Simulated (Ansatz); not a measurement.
Start from `O[SiH](O)O[SiH](O)F` and change one atom or group to get `CO[SiH](O)O`.

Ansatz, PBE0-D4/def2-TZVP geometries, multiplicity 1. Each molecule was computed in one conformer, which needn't be the lowest.

```csv
property,`O[SiH](O)O[SiH](O)F`
HOMO–LUMO gap (PBE0/def2-TZVPP) / eV,9.93
size of the dipole moment (B3LYP/def2-TZVPP) / D,0.68
HOMO energy (PBE/def2-TZVPP) / eV,-7.71
HOMO energy (PBE0/def2-TZVPP) / eV,-9.34
LUMO energy (PBE/def2-TZVPP) / eV,-0.30
HOMO–LUMO gap (PBE/def2-TZVPP) / eV,7.41
```

Question: Give the same properties after the change, and the shifts. (Estimate.)

Answer: The calculation gave: 
```csv
property,`CO[SiH](O)O`,shift
HOMO–LUMO gap (PBE0/def2-TZVPP) / eV,9.36,-0.57
size of the dipole moment (B3LYP/def2-TZVPP) / D,1.73,1.05
HOMO energy (PBE/def2-TZVPP) / eV,-6.81,0.90
HOMO energy (PBE0/def2-TZVPP) / eV,-8.43,0.91
LUMO energy (PBE/def2-TZVPP) / eV,0.01,0.31
HOMO–LUMO gap (PBE/def2-TZVPP) / eV,6.83,-0.58
```

With PBE0 the HOMO rises by 0.91 eV and the LUMO rises by 0.33 eV, so the gap narrows by about 0.58 eV. PBE moves the HOMO by 0.90 eV and ωB97M-V by 0.85 eV. Dipoles are sizes alone; their direction can turn.

B3LYP here is the variant with VWN-RPA as its local correlation; programs differ in this.
